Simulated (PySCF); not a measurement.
Gas-phase equilibrium of 1 mol NO, 1.4 mol O2 at 1800 K and 0.133 bar, among 8 species (O2, N2, O, NO, O3, N, N2O, NO2). Only gases are allowed; each row takes one source of thermochemistry for all species, and Cantera finds the minimum.

Computed with PySCF (xtb for GFN2) and rigid-rotor harmonic-oscillator thermochemistry at 1 bar. The comparison is the NASA 1993 polynomial table, which mixes measured and estimated data. After a fit of one offset per element over all species, the range-separated, M06-2X, PBE0/def2-QZVP and CCSD(T)/def2-TZVPP enthalpies, where run, lie to one side of the table for O3 (+19 kJ/mol): a fault of the table's entry, another state or a shared error of the levels is possible; this was not checked at source. † marks an energy on the PBE0/def2-TZVP geometry and frequencies; other levels use their own. CCSD(T) freezes the core. Open shells (unrestricted) among the columns below: O2 (multiplicity 3), O (multiplicity 3, electronic degeneracy 9), NO (multiplicity 2, electronic degeneracy 4), NO2 (multiplicity 2); the rest are closed-shell singlets. GFN2 has no spin-polarisation term. Spin-orbit splitting is ignored; it lowers the true energy and changes the entropy of O, NO. CCSD(T) isn't extrapolated to the basis-set limit. The harmonic model lacks anharmonicity and excited electronic states, which grow with temperature; levels with a mode under 35 cm⁻¹ are left out. Strong static correlation: O3. Warning, large T1 diagnostic: O3 (CCSD(T)/def2-TZVPP†).

Molecules larger than those listed are left out. Table species left out: NO3.

With table thermochemistry: O2 0.79, NO2 7.4e-6, O3 5.6e-9, N2 0.21, NO 0.0041, O 0.00030, N2O 4.4e-8.

Question: How far does the composition move with the other sources (CCSD(T)/def2-TZVPP†, GFN2-xTB, PBE0/def2-QZVP†, r2SCAN/def2-TZVP†, ωB97M-V/def2-TZVP†, ωB97X-V/def2-TZVP†)?

Answer: 
```json
[
 {"thermochemistry": "table", "x O2": "0.79", "x NO2": "7.4e-6", "x O3": "5.6e-9", "x N2": "0.21", "x NO": "0.0041", "x O": "0.00030", "x N2O": "4.4e-8"},
 {"thermochemistry": "CCSD(T)/def2-TZVPP†", "x O2": "0.79", "x NO2": "3.5e-6", "x O3": "7.9e-10", "x N2": "0.21", "x NO": "0.0043", "x O": "0.00087", "x N2O": "2.1e-8"},
 {"thermochemistry": "GFN2-xTB", "x O2": "0.070", "x NO2": "0.61", "x O3": "0.32", "x N2": "2.1e-9", "x NO": "2.1e-5", "x O": "1.7e-11", "x N2O": "0.00011"},
 {"thermochemistry": "PBE0/def2-QZVP†", "x O2": "0.79", "x NO2": "2.3e-5", "x O3": "1.0e-10", "x N2": "0.21", "x NO": "0.0048", "x O": "0.00019", "x N2O": "2.3e-7"},
 {"thermochemistry": "r2SCAN/def2-TZVP†", "x O2": "0.79", "x NO2": "3.7e-5", "x O3": "2.4e-10", "x N2": "0.21", "x NO": "0.0034", "x O": "9.0e-5", "x N2O": "4.0e-7"},
 {"thermochemistry": "ωB97M-V/def2-TZVP†", "x O2": "0.79", "x NO2": "4.4e-6", "x O3": "1.2e-10", "x N2": "0.21", "x NO": "0.0041", "x O": "0.00022", "x N2O": "2.2e-8"},
 {"thermochemistry": "ωB97X-V/def2-TZVP†", "x O2": "0.79", "x NO2": "5.1e-6", "x O3": "5.1e-11", "x N2": "0.21", "x NO": "0.0048", "x O": "0.00014", "x N2O": "2.8e-8"}
]
```
The most sensitive of these is O3: it spans a factor of 10^9.8 over these rows; at this temperature one factor of ten is RT ln 10 = 34 kJ/mol.
